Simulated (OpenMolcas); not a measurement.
A calculation on Si²⁺.

| Quantity | Value |
| --- | --- |
| Program | OpenMolcas 26.06 |
| Method | MS-CASPT2, IPEA 0.25 Eh, imaginary shift 0.1 Eh (closed shells correlated: 2s 2p) |
| Basis | ANO-RCC-VQZP [6s5p3d2f1g] |
| Scalar Hamiltonian | DKH2, point nucleus |
| Active space | 2 electrons in 4 orbitals (3s 3p) |
| State averaging | 2S+1 = 3 even, 3 roots; 2S+1 = 1 even, 7 roots; 2S+1 = 3 odd, 3 roots; 2S+1 = 1 odd, 3 roots |
| Spin-orbit coupling | state interaction with AMFI integrals over the reference wave functions, term energies averaged over their components |

(1) Which level of the active space comes out lowest?

(2) How high does 3p² ³P₂ [67 %] lie?

(3) How high does 3s 3p ³P°₁ lie?

(4) How high does 3s 3p ¹P°₁ lie?

Measured values: NIST levels in Kelleher and Podobedova, J. Phys. Chem. Ref. Data 37, 1285 (2008).

Answers

(1) 3s² ¹S₀, with 100 % of that term; it is also the measured ground level.

(2) 129892 cm⁻¹ above the lowest level; measured 130101 cm⁻¹ above the ground level, so the calculation is off by 0 %.

(3) 52282 cm⁻¹ above the lowest level; measured 52853 cm⁻¹ above the ground level, so the calculation is off by -1 %.

(4) 84728 cm⁻¹ above the lowest level; measured 82884 cm⁻¹ above the ground level, so the calculation is off by +2 %.

Over all roots computed the reference weight is 0.92 to 0.99; the roots of lowest weight are the least certain, and an intruder state may touch them. The ¹D term of p² mixes with s d, which this space lacks. Computed and measured levels are paired by configuration, term and J; levels that our copy of the source lacks, or whose pairing is in doubt (as where it misses far off the trend of its configuration), stay unpaired and out of the deviations. Only configurations of the active space appear.

A share in square brackets marks a mixed level and gives the weight of the term that names it. ° marks odd parity.
